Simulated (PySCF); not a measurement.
## Static response to an electric field

Species: C5H7N3Si.
Structure used (GFN2-xTB), in Å, numbered top down from 1:
```xyz
16
C5H7N3Si angstrom
C      3.598   -0.801    0.006
C      2.413   -0.918   -0.153
C      1.024   -1.030   -0.319
N      0.373   -2.076   -0.775
N     -0.924   -1.781   -0.768
C     -1.086   -0.562   -0.312
Si    -2.741    0.285   -0.104
N      0.137   -0.034   -0.008
C      0.425    1.273    0.503
H      4.636   -0.726    0.132
H     -3.784   -0.615   -0.564
H     -2.698    1.537   -0.872
H     -2.884    0.625    1.318
H     -0.171    1.466    1.396
H      1.484    1.331    0.752
H      0.190    2.035   -0.245
```

Level: CAM-B3LYP/def2-SVPD (PySCF), static field, nuclei fixed, core orbitals frozen in the response. The polarisability tensor in these axes (au):

```
x   152.27  -6.79   4.43
y    -6.79  92.96   8.72
z     4.43   8.72  72.17
```

Q: Give the principal values, the mean and the anisotropy Δα = √{½[(α1 − α2)² + (α2 − α3)² + (α1 − α3)²]}.

A: Principal values 68.49, 95.73 and 153.18 au; mean 105.80 au = 15.68 Å³ = 17.44 × 10⁻⁴⁰ C²·m²/J; Δα = 74.89 au (71 % of the mean).

Q: What is the dipole moment, and where does it point?

A: (0.98, 5.19, 2.07) D, 5.68 D in size, pointing from the negative to the positive side. Measured along this direction, the outermost atoms are N4 and N5 at the negative end and H14, H16 and H15 at the positive end.

Q: In a dilute gas of rigid molecules at 400 K, how does the orientational term μ²/3kT compare with the electronic polarisability?

A: In Gaussian units μ²/3kT = 194.54 Å³ against 15.68 Å³, a ratio of 12.41; the Debye molar polarisation (4π/3)N_A(α + μ²/3kT) is 530.3 cm³/mol, leaving out the vibrational part.

Q: Find the Langevin capture rate constant for NO+ (29.998 u) meeting this molecule (137.041 u), k = 2.342 × 10⁻⁹ cm³/s × √(α in Å³ / reduced mass in u).

A: The reduced mass is 24.61 u, so k = 1.87 × 10⁻⁹ cm³/s. The formula leaves out the permanent dipole, which adds to the capture rate.

Q: Along which axes do the principal values lie, and how far do the nuclei extend along each?

A: Largest value along (0.99, -0.11, 0.04), where the nuclei span 8.41 Å; middle along (0.08, 0.93, 0.36), 4.03 Å; least along (-0.08, -0.35, 0.93), 2.38 Å. The response follows the extents in order.

Q: Refractivity n − 1 of an ideal gas of it at 350 K and 1 atm, from the electronic α?

A: N = p/kT = 2.0968 × 10¹⁹ cm⁻³, so n − 1 = 2π × N × 15.68 × 10⁻²⁴ cm³ = 2066 × 10⁻⁶ at long wavelengths.

Q: What molar refraction does this α imply?

A: Lorentz–Lorenz: R = (4π/3)N_A α = 2.5225 cm³/(mol·Å³) × 15.68 Å³ = 39.5 cm³/mol, in the limit of long wavelengths.

Geometry: GFN2-xTB; no solvent, vibrations or thermal averaging.

These values come from a run that also computed excited states. The run took about 2.4 min of CPU time (one thread, shared machine).
